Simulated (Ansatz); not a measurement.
Results of the Gaussian-basis code of Ansatz.

Basis-set series for C2H4O2Si, SMILES `O=C1CO[SiH2]1`. The species carries charge 0 and has multiplicity 1. The geometry is a stationary point of PBE0-D4/def2-TZVP.

| functional | basis | functions | energy (Eh) | HOMO (eV) | LUMO (eV) |
| --- | --- | --- | --- | --- | --- |
| PBE0-D4 | def2-SVP | 94 | -517.90490 | -7.01 | -1.55 |
| PBE0-D4 | def2-QZVPP | 418 | -518.30062 | -7.10 | -1.74 |
| ωB97M-V | def2-SVP | 94 | -518.17433 | -9.20 | 0.81 |
| ωB97M-V | def2-QZVPP | 418 | -518.57637 | -9.31 | 0.53 |

Question: Give the rows for def2-TZVPP. (Best estimate.)

Answer: The calculation gave: 
```tsv
functional	basis	functions	energy (Eh)	HOMO (eV)	LUMO (eV)
PBE0-D4	def2-TZVPP	222	-518.27807	-7.07	-1.69
ωB97M-V	def2-TZVPP	222	-518.55535	-9.28	0.60
```

Positive LUMOs are unbound and depend on the basis.
